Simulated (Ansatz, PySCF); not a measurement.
This singlet lies 1.20 eV below the relaxed triplet at the level frozen-core CCSD(T)/cc-pVTZ // PBE0-D3(BJ)/def2-TZVP (Ansatz, a program for electronic structure).

Z-matrix (Å, degrees):
```
Si
H 1 1.4897
H 1 1.4942 2 108.49
H 1 1.4943 2 108.47 3 -115.05
Si 1 2.4229 2 115.44 4 -122.41
O 5 1.6617 1 96.15 2 0.60
H 6 0.9618 5 114.09 1 179.95
```
Charge 0, spin multiplicity 1.

Question: Give the HOMO–LUMO gap, HOMO, LUMO, dipole moment and total energy at the level PBE0-D3(BJ)/def2-TZVP run with PySCF.

Answer: 
The HOMO–LUMO gap is 3.68 eV. The HOMO comes out as -6.06 eV, the LUMO is -2.38 eV and the dipole moment is 1.79 D. The total energy is -17859.49 eV.
